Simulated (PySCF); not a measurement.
**M(OH)₃ across the fifth-period p block**

Level: PBE0, basis family def2-SVP, scalar-relativistic core potentials from Rb on and no relativity for lighter atoms.

Each entry is the lowest minimum that a search over a few typed start shapes (and spin states, where more than one is plausible) found, or that minimum re-optimised at the stated level; isomers with ligand–ligand bonds, or fragments after loss of a ligand pair, can lie lower. Open shells are unrestricted; no spin–orbit coupling; PySCF with density fitting.

```
molecule  2S+1  point group  mean bond to the central atom (Å)  dipole (D)  polar-tensor charge of the central atom  highest ω (cm⁻¹)  atomisation (kJ/mol)
 Sn(OH)₃     2           C3                              1.999        1.19                                     1.28              3865                  2200
 Sb(OH)₃     1           C3                              1.985        0.38                                     1.52              3845                  2235
  I(OH)₃     ?            ?                                  ?           ?                                        ?                 ?                     ?
```

(1) Fill in the row of I(OH)₃.

Answers

(1) 2S+1: 1; point group: C1; mean bond to the central atom (Å): 2.031; dipole (D): 1.26; polar-tensor charge of the central atom: 1.41; highest ω (cm⁻¹): 3841; atomisation (kJ/mol): 1768.

Left out of the table are members whose search was unfinished or whose lowest solution was spin-contaminated, unstable, very soft or bonded differently.
